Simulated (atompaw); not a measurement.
Before and after: PAW (atompaw) potential for Tl (Z = 81)

* Element: thallium
* Generator: atompaw 4.2.0.5
* Type: PAW
* Functional: PBE
* Relativity: scalar-relativistic
* Frozen core: [Kr] 4d10 4f14
* Valence charge: 21
* Reference configuration: 5s2 5p6 5d10 6s1.5 6p1.5
* Partial waves: 5s (bound): rc 1.70 bohr; 6s (bound): rc 1.35 bohr; 5p (bound): rc 1.15 bohr; 6p (bound): rc 1.80 bohr; 5d (bound): rc 1.80 bohr; 5d channel at 0.5 Ry: rc 1.80 bohr
* Local potential: troulliermartins scheme with l = 3 at 0 Ry, radius 1.70 bohr
* Core correction: smooth core density matched at 1.15 bohr
* Augmentation charge: besselshape compensation charge, radius 1.45 bohr; PAW radius 1.80 bohr; waves and projectors: custom polynom2 7 10 vanderbiltortho

Change: local potential troulliermartins scheme with l = 3 at 0 Ry, radius 1.18 bohr.

Cutoffs: the cutoffs (Ry, on a coarse ladder) from which the occupation-weighted sum of valence levels, in a spherical-Bessel basis at the reference potential, stays within 10 and 1 mRy of its value at 400 Ry; they do not see the model core or the augmentation charge, which bear on the density cutoff.

What does the change do?

Both files keep a bound ghost (s); the range in which the s phases agree widens (upper end -0.2 → at the end of the scan).

| quantity | base | changed |
| --- | --- | --- |
| cutoff, loose | 230 Ry | 230 Ry |
| cutoff, tight | over 300 Ry | over 300 Ry |
| bound ghosts | s | s |
| s: phases at 1.81 bohr within 0.05 rad from the reference energy up to (Ry; the scan ends near 5) | -0.2 | to the end of the scan |
| p: phases at 1.81 bohr within 0.05 rad from the reference energy up to (Ry; the scan ends near 5) | 1.4 | 0.8 |
| d: phases at 1.81 bohr within 0.05 rad from the reference energy up to (Ry; the scan ends near 5) | to the end of the scan | 4.9 |
| lowest overlap eigenvalue by channel | s 0.79, p 0.62, d 0.91 | s 0.46, p 0.58, d 0.90 |

 A true bound ghost makes a file unfit for plane-wave use even where its test errors are small: the radial tests pick states by their node count and pass the ghost by. The cutoffs see the waves, projectors and local potential, not the compensation charge or the core.
